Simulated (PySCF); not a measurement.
A structure optimised at PBE0-D3(BJ)/def2-TZVP, used in a PySCF frequency run:

```
Ge
F 1 1.7515
N 1 1.8116 2 111.54
H 3 1.0094 1 116.13 2 65.64
H 3 1.0094 4 109.75 1 134.20
H 1 1.5303 2 105.15 3 118.32
H 1 1.5303 6 116.36 2 -115.86
```
Charge 0, spin multiplicity 1.

**Question.** Write its SMILES, formula and point group.

**Answer.** [NH2][GeH2][F], FGeH4N, Cs

**Question.** What are its rotational constants (standard atomic weights)?

**Answer.** 15.222, 6.2021, 4.8075 GHz
